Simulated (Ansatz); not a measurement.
Geometry optimisation, RHF/def2-SVP in Ansatz 0.2.0.

Input file:

```yaml
crystal:
  periodic: [false, false, false]
  atoms:
    - { symbol: C, position_ang: [-1.58387, 0.55062, 0.2436] }
    - { symbol: Cr, position_ang: [0.19698, 0.41503, -0.75766] }
    - { symbol: C, position_ang: [-0.16327, -0.33162, -2.63185] }
    - { symbol: O, position_ang: [0.6379, 1.87219, -1.01548] }
    - { symbol: O, position_ang: [0.9664, -0.70272, -0.02028] }
    - { symbol: H, position_ang: [-1.32293, 0.51939, 1.31422] }
    - { symbol: H, position_ang: [-2.14873, 1.46857, 0.08156] }
    - { symbol: H, position_ang: [-2.2497, -0.28581, 0.0138] }
    - { symbol: H, position_ang: [0.66507, -0.24824, -3.33544] }
    - { symbol: H, position_ang: [-1.00114, 0.24194, -3.05445] }
    - { symbol: H, position_ang: [-0.43851, -1.39043, -2.58104] }
basis:
  gaussian: { orbitals: def2-SVP }
hamiltonian:
  xc: hf
relax:
  f_tol: 0.015
  max_steps: 40
```

Launched with:

```bash
$ ansatz run input.yaml --threads 2 --pin off --max-ram 3072MiB --backend cpu --events-out ev --progress --plain --runs-dir out
```

Where does it end, and by what steps?

The run converged. The force dipped under the threshold on the way, but the program's further checks kept it going. After 7 steps the energy has fallen by 0.491 eV; H7 moved furthest, 0.49 Å.

```csv
step,energy less start (eV),largest force component (eV/Å),accepted
0,0.0000,2.169,yes
1,-0.3563,0.942,yes
2,-0.4363,1.787,yes
3,-0.4826,0.117,yes
4,-0.4875,0.111,yes
5,-0.4904,0.009,yes
6,-0.4910,0.084,yes
7,-0.4913,0.008,yes
```

```xyz
11
Properties=species:S:1:pos:R:3
C -1.567 0.473 0.202
Cr 0.157 0.374 -0.772
C -0.272 -0.254 -2.603
O 0.727 1.764 -0.870
O 1.019 -0.664 -0.105
H -1.326 0.810 1.208
H -2.195 1.193 -0.319
H -1.992 -0.528 0.208
H 0.675 -0.296 -3.137
H -0.945 0.477 -3.045
H -0.722 -1.240 -2.511
```

The run took 27 s on 2 threads of Arm Neoverse V1, with other jobs on the host, peak memory 0.36 GiB.
